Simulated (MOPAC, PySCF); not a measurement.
Species: Ge$_{2}$H, charge -1, multiplicity 1. SMILES: [Ge-]#[GeH]
Coordinates optimised at B3LYP-D3(BJ)/def2-TZVP (Ansatz):
```xyz
3

Ge     0.0000     0.0000    -1.1324
Ge     0.0000     0.0000     1.0506
H      0.0000     0.0000     2.6170
```
Charge -1, spin multiplicity 1.

Unscaled harmonic wavenumbers (cm⁻¹) in rising order, each level at the stationary point that it reaches from this structure (no distance between atoms moves by over 0.3 Å); the order of modes can differ between levels, and a negative number is imaginary. B3LYP-D3(BJ)/def2-TZVP (PySCF, at the structure above): 146, 146, 365, 1912.

AM1 (MOPAC): 298, 298, 299, 1964. Zero-point energy 4.1 against 3.7 kcal/mol; where all levels lie over 400 cm⁻¹, the wavenumbers are on average 1.027 times those of B3LYP-D3(BJ)/def2-TZVP.

PM7 (MOPAC): 362, 402, 402, 2044. Zero-point energy 4.6 against 3.7 kcal/mol; where all levels lie over 400 cm⁻¹, the wavenumbers are on average 1.069 times those of B3LYP-D3(BJ)/def2-TZVP.
